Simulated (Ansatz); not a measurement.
Geometry optimisation, UKS B3LYP/STO-3G (Ansatz).

The input (input.yaml):

```yaml
crystal:
  periodic: [false, false, false]
  atoms:
    - { symbol: C, position_ang: [-0.3089, 0.5132, -2.3361] }
    - { symbol: C, position_ang: [0.2649, -0.5279, -2.4613] }
    - { symbol: H, position_ang: [-0.8106, 1.4298, -2.2318] }
    - { symbol: H, position_ang: [0.7669, -1.4449, -2.5728] }
    - { symbol: Si, position_ang: [-0.2131, 0.4848, 1.7927] }
    - { symbol: "N", position_ang: [0.4947, -0.8067, 0.8962] }
    - { symbol: H, position_ang: [-0.8193, -0.1462, 2.9626] }
    - { symbol: H, position_ang: [0.9021, 1.3659, 2.1296] }
    - { symbol: H, position_ang: [-1.2432, 1.261, 1.0835] }
    - { symbol: H, position_ang: [1.0695, -0.5554, 0.1062] }
    - { symbol: H, position_ang: [-0.1031, -1.5736, 0.6313] }
magnetization:
  spin_polarized: true
basis:
  gaussian: { orbitals: STO-3G }
hamiltonian:
  xc: b3lyp
relax:
  f_tol: 0.02
  max_steps: 40
```

Run as:

```bash
$ ansatz run input.yaml --threads 1 --pin off --max-ram 2048MiB --backend cpu --events-out ev --progress --plain --runs-dir out
```

**Question.** Where does it end, and by what steps?

**Answer.** The forces met the threshold. The force dipped under the threshold on the way, but the program's further checks kept it going. Limits of this set-up: minimal basis. After 23 steps the energy has fallen by 0.206 eV; H10 moved furthest, 0.92 Å.

```json
{"step": "0", "energy less start (eV)": "0.0000", "largest force component (eV/Å)": "1.310", "accepted": "yes"}
{"step": "1", "energy less start (eV)": "-0.1400", "largest force component (eV/Å)": "0.445", "accepted": "yes"}
{"step": "2", "energy less start (eV)": "-0.1598", "largest force component (eV/Å)": "0.446", "accepted": "yes"}
{"step": "3", "energy less start (eV)": "-0.1744", "largest force component (eV/Å)": "1.008", "accepted": "yes"}
{"step": "4", "energy less start (eV)": "-0.1232", "largest force component (eV/Å)": "0.788", "accepted": "no"}
{"step": "5", "energy less start (eV)": "-0.1926", "largest force component (eV/Å)": "0.181", "accepted": "yes"}
{"step": "6", "energy less start (eV)": "-0.1950", "largest force component (eV/Å)": "0.129", "accepted": "yes"}
{"step": "7", "energy less start (eV)": "-0.1969", "largest force component (eV/Å)": "0.062", "accepted": "yes"}
{"step": "8", "energy less start (eV)": "-0.1986", "largest force component (eV/Å)": "0.119", "accepted": "yes"}
{"step": "9", "energy less start (eV)": "-0.2005", "largest force component (eV/Å)": "0.063", "accepted": "yes"}
{"step": "10", "energy less start (eV)": "-0.2023", "largest force component (eV/Å)": "0.056", "accepted": "yes"}
{"step": "11", "energy less start (eV)": "-0.2033", "largest force component (eV/Å)": "0.090", "accepted": "yes"}
{"step": "12", "energy less start (eV)": "-0.2040", "largest force component (eV/Å)": "0.064", "accepted": "yes"}
{"step": "13", "energy less start (eV)": "-0.2047", "largest force component (eV/Å)": "0.052", "accepted": "yes"}
{"step": "14", "energy less start (eV)": "-0.2050", "largest force component (eV/Å)": "0.086", "accepted": "yes"}
{"step": "15", "energy less start (eV)": "-0.2053", "largest force component (eV/Å)": "0.033", "accepted": "yes"}
{"step": "16", "energy less start (eV)": "-0.2056", "largest force component (eV/Å)": "0.012", "accepted": "yes"}
{"step": "17", "energy less start (eV)": "-0.2056", "largest force component (eV/Å)": "0.115", "accepted": "yes"}
{"step": "18", "energy less start (eV)": "-0.2059", "largest force component (eV/Å)": "0.035", "accepted": "yes"}
{"step": "19", "energy less start (eV)": "-0.2060", "largest force component (eV/Å)": "0.011", "accepted": "yes"}
{"step": "20", "energy less start (eV)": "-0.2059", "largest force component (eV/Å)": "0.109", "accepted": "no"}
{"step": "21", "energy less start (eV)": "-0.2061", "largest force component (eV/Å)": "0.018", "accepted": "yes"}
{"step": "22", "energy less start (eV)": "-0.2061", "largest force component (eV/Å)": "0.082", "accepted": "no"}
{"step": "23", "energy less start (eV)": "-0.2062", "largest force component (eV/Å)": "0.018", "accepted": "yes"}
```

```xyz
11
Properties=species:S:1:pos:R:3
C -0.235 0.456 -2.586
C 0.667 -0.336 -2.543
H -1.047 1.170 -2.626
H 1.481 -1.048 -2.512
Si -0.088 0.447 1.926
N 0.150 -0.967 0.870
H -0.228 -0.029 3.282
H 1.076 1.292 1.808
H -1.258 1.251 1.612
H 0.189 -0.656 -0.135
H -0.706 -1.579 0.904
```

Whether the end is a true minimum wasn't checked by a vibrational analysis.

Time of the run: 63 s on 1 thread of Arm Neoverse V1, on a shared host, peak memory 0.14 GiB.
